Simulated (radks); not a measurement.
Polarisability of the thallium ion Tl3+, [Xe] 4f14 5d10, at imaginary frequency. Method: non-relativistic Kohn-Sham, LDA (Slater exchange, Perdew-Wang correlation), spin-polarised, spherical densities, point nucleus; relativity is left out, which matters for an element this heavy; computed with a radial shooting solver on a logarithmic mesh with Libxc functionals. Response by self-consistent Sternheimer equations with the Hartree and adiabatic LDA kernel.

w (hartree)  alpha1(iw) (bohr^3)  alpha2(iw) (bohr^5)
0.00266                    4.855                15.75
0.0143                     4.854                15.75
0.0360                     4.851                15.72
0.0697                     4.840                15.63
0.118                      4.813                15.42
0.186                      4.754                14.96
0.280                      4.635                14.14
0.413                      4.415                12.86
0.605                      4.041                11.15
0.892                      3.469                9.174
1.35                       2.699                7.052
2.12                       1.805                4.829
3.59                      0.9637                2.678
6.94                      0.3783                1.020
17.5                     0.09568               0.2016

Static values: alpha1 = 4.855 bohr^3 (0.7194 angstrom^3; uncoupled 7.580), alpha2 = 15.76 bohr^5, alpha3 = 69.05 bohr^7. C6 = 27.87, C8 = 393.8, triple-dipole C9 = 95.02 atomic units. One-pole (London) frequency 4 C6 / (3 alpha1^2) = 1.577 hartree, against 1.678 for minus the highest occupied eigenvalue. The dipole shielding factor is 0.963, as the force sum rule N/Z = 0.963 demands.
